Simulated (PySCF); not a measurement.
**How methods differ on the excitation energy of Ca**

Ca [Ar] 4s2 (1S) → Ca [Ar] 4s1 4p1 (3P), as a difference of total energies. Computed with PySCF 2.14 in x2c-QZVPPall, with the spin-free X2C one-electron Hamiltonian (Gaussian nucleus). Correlated levels: valence: [Ar] frozen. The calculations carry no spin-orbit coupling.

| method | excitation energy (eV) | error (eV) |
| --- | --- | --- |
| UHF | 1.030 | -0.862 |
| MP2 (valence) | 1.529 | -0.363 |
| SCS-MP2 (valence) | 1.669 | -0.223 |
| CCSD (valence) | 1.702 | -0.190 |

Reference: 1.892 eV (measured; NIST levels, between the centres of gravity of the two terms).

Errors of the correlated levels include the incompleteness of this basis and the frozen core.

The basis was made for the ground configuration and has no added diffuse functions, so the excitation energy can come out too high.

With two correlated electrons CCSD is exact in that space.
